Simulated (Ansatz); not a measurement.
C2H8B2, SMILES `BBCC`, 12 atoms. Charge 0, multiplicity 1. All runs use 2 threads of an Intel Xeon Platinum 8375C on a shared host. Correlated methods freeze the cores.

**Question.** How many basis functions does each run have, and how long does it take in Ansatz? RKS B2PLYP (frozen core)/def2-TZVPP energy; RKS ωB97M-V/def2-QZVPP energy; RKS PBE0-D4/def2-QZVPP energy; RKS r2SCAN0-D4/def2-TZVPP energy; RHF-CCSD(T)/def2-TZVPP energy; RKS BLYP-D4/def2-TZVPP energy; RKS ωB97M-V/def2-SVP energy; RKS PBE0-D4/def2-TZVP relaxation (18 steps); RKS BHLYP-D4/def2-TZVPP energy; RKS PBE0-D4/def2-SVP energy; RKS PBE0-D4/def2-TZVP frequencies; RHF-MP2/def2-QZVPP energy. (An estimate is asked.)

**Answer.** Computed: Other jobs shared the machine, so times are rough.

| level | job | functions | wall time | peak host memory (GiB) |
| --- | --- | --- | --- | --- |
| RKS PBE0-D4/def2-SVP | energy | 96 | 0.95 s | 0.18 |
| RKS BLYP-D4/def2-TZVPP | energy | 236 | 2.4 s | 0.26 |
| RKS BHLYP-D4/def2-TZVPP | energy | 236 | 3 s | 0.45 |
| RKS ωB97M-V/def2-SVP | energy | 96 | 3.6 s | 0.25 |
| RKS r2SCAN0-D4/def2-TZVPP | energy | 236 | 3.8 s | 0.45 |
| RKS B2PLYP (frozen core)/def2-TZVPP | energy | 236 | 5.5 s | 0.55 |
| RKS PBE0-D4/def2-QZVPP | energy | 468 | 8 s | 1.2 |
| RKS ωB97M-V/def2-QZVPP | energy | 468 | 17 s | 1.5 |
| RHF-MP2/def2-QZVPP | energy | 468 | 22 s | 2.8 |
| RKS PBE0-D4/def2-TZVP | relaxation (18 steps) | 172 | 52 s | 0.37 |
| RKS PBE0-D4/def2-TZVP | frequencies | 172 | 2.3 min | 0.37 |
| RHF-CCSD(T)/def2-TZVPP | energy | 236 | 3.2 min | 1.8 |
